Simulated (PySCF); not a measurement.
## Working out the ionisation energy of Rb

Rb [Kr] 5s1 (2S) → Rb⁺ [Kr] (1S). All numbers are calculated (PySCF 2.14, a scalar-relativistic core potential, in def2-TZVPPD with the def2 core potential (28 electrons)). Frozen: nothing. Energies in hartree (1 hartree = 27.21139 eV):

```csv
part,Rb (lower),Rb⁺ (upper)
UHF,-23.802565,-23.662743
MP2 opposite-spin,-0.069928,-0.064770
MP2 same-spin,-0.025240,-0.020764
```

What does Hartree-Fock give?

(-23.662743) − (-23.802565) = 0.139822 hartree = 3.805 eV.

What do MP2 and SCS-MP2 (6/5 opposite-spin, 1/3 same-spin) give?

The opposite-spin parts differ by 0.140 eV and the same-spin parts by 0.122 eV. MP2: 3.805 + (0.140) + (0.122) = 4.067 eV. SCS-MP2: 3.805 + 1.2 × (0.140) + (0.122)/3 = 4.014 eV.

Measured between the centres of the two terms (NIST): 4.177 eV, so MP2 (valence and next inner shell) is off by -0.110 eV.

What remains against the reference includes basis incompleteness and correlation beyond second order.
